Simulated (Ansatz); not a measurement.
`C[SiH2][SiH2][SiH2][SiH2][SiH2][SiH2][SiH2][SiH2][SiH2]C`, relaxed as a singlet with RKS r2SCAN-D4/def2-SVP in Ansatz, starting from the GFN2-xTB geometry. Force threshold 0.03 eV/Å.

Start:

```xyz
35

C    -2.0322   -1.6784   -5.7863
Si   -1.8955    0.0858   -5.0927
Si    0.3269    0.5754   -4.6598
Si    1.3472   -0.9244   -3.2011
Si    0.1976   -1.1794   -1.1941
Si   -0.4234    0.7296   -0.0378
Si   -1.5642    0.4338    1.9651
Si   -0.4891   -1.0670    3.3788
Si    1.7397   -0.4824    3.6956
Si    2.0352    1.6262    4.6079
C     1.0408    1.7665    6.2214
H    -1.5209   -1.7668   -6.7408
H    -3.0665   -1.9691   -5.9438
H    -1.5890   -2.4054   -5.1108
H    -2.6927    0.1311   -3.8550
H    -2.5808    0.9714   -6.0462
H     0.4195    1.9252   -4.0775
H     1.0882    0.7056   -5.9140
H     2.7350   -0.5305   -2.9056
H     1.5175   -2.2219   -3.8829
H     0.9515   -2.0418   -0.2657
H    -1.0213   -1.9684   -1.4540
H    -1.1680    1.6058   -0.9595
H     0.8010    1.5020    0.2443
H    -2.9500    0.0308    1.6762
H    -1.7420    1.7082    2.6858
H    -0.6312   -2.4283    2.8393
H    -1.1675   -1.1692    4.6822
H     2.4795   -1.4980    4.4631
H     2.3977   -0.5216    2.3756
H     1.5354    2.6655    3.6919
H     3.4200    2.0045    4.9275
H     1.0910    2.7699    6.6335
H     1.4189    1.0842    6.9778
H    -0.0082    1.5312    6.0615
```

```json
{"step": "1", "energy (eV)": "-73332.8552", "largest force component (eV/Å)": "0.791", "SCF passes": "18"}
{"step": "2", "energy (eV)": "-73333.1930", "largest force component (eV/Å)": "0.302", "SCF passes": "17"}
{"step": "3", "energy (eV)": "-73333.2643", "largest force component (eV/Å)": "0.110", "SCF passes": "18"}
{"step": "4", "energy (eV)": "-73333.2868", "largest force component (eV/Å)": "0.089", "SCF passes": "17"}
{"step": "5", "energy (eV)": "-73333.2992", "largest force component (eV/Å)": "0.151", "SCF passes": "17"}
{"step": "6", "energy (eV)": "-73333.3035", "largest force component (eV/Å)": "0.083", "SCF passes": "18"}
{"step": "7", "energy (eV)": "-73333.3079", "largest force component (eV/Å)": "0.074", "SCF passes": "18"}
{"step": "8", "energy (eV)": "-73333.3098", "largest force component (eV/Å)": "0.064", "SCF passes": "18"}
{"step": "9", "energy (eV)": "-73333.3128", "largest force component (eV/Å)": "0.070", "SCF passes": "17"}
{"step": "10 (rejected)", "energy (eV)": "-73333.3117", "largest force component (eV/Å)": "0.108", "SCF passes": "18"}
{"step": "11", "energy (eV)": "-73333.3147", "largest force component (eV/Å)": "0.045", "SCF passes": "18"}
{"step": "12 (rejected)", "energy (eV)": "-73333.3120", "largest force component (eV/Å)": "0.097", "SCF passes": "17"}
{"step": "13", "energy (eV)": "-73333.3173", "largest force component (eV/Å)": "0.023", "SCF passes": "18"}
{"step": "14", "energy (eV)": "-73333.3177", "largest force component (eV/Å)": "0.022", "SCF passes": "19"}
```

Force components are those of the run's own axes.

End:

```xyz
35

C    -1.911   -1.653   -5.189
Si   -1.807    0.123   -4.558
Si    0.444    0.744   -4.296
Si    1.475   -0.902   -2.974
Si    0.117   -1.233   -1.086
Si   -0.338    0.836   -0.067
Si   -1.605    0.486    1.881
Si   -0.522   -1.193    3.121
Si    1.750   -0.604    3.243
Si    1.852    1.582    4.103
C     0.856    1.694    5.702
H    -1.414   -1.752   -6.167
H    -2.960   -1.972   -5.307
H    -1.423   -2.348   -4.486
H    -2.480    0.237   -3.223
H    -2.503    1.058   -5.498
H     0.563    2.071   -3.610
H     1.126    0.844   -5.628
H     2.845   -0.487   -2.534
H     1.598   -2.174   -3.759
H     0.770   -2.148   -0.094
H    -1.178   -1.862   -1.507
H    -1.053    1.726   -1.037
H     0.962    1.490    0.294
H    -2.995    0.071    1.506
H    -1.691    1.739    2.699
H    -0.726   -2.520    2.456
H    -1.090   -1.271    4.506
H     2.495   -1.559    4.124
H     2.351   -0.666    1.872
H     1.279    2.511    3.075
H     3.275    1.986    4.337
H     0.883    2.715    6.116
H     1.256    1.006    6.464
H    -0.199    1.428    5.524
```

By distances, no bond broke or formed. The bond that changes most is Si9–Si10, from 2.32 to 2.35 Å (atoms count from 1).

The force fell under the threshold at step 13, but the optimiser went on. No frequencies were taken in this run, so the end may be a saddle point.

Hardware: 4 threads of Intel Xeon on a shared host. Wall time 5.3 min.
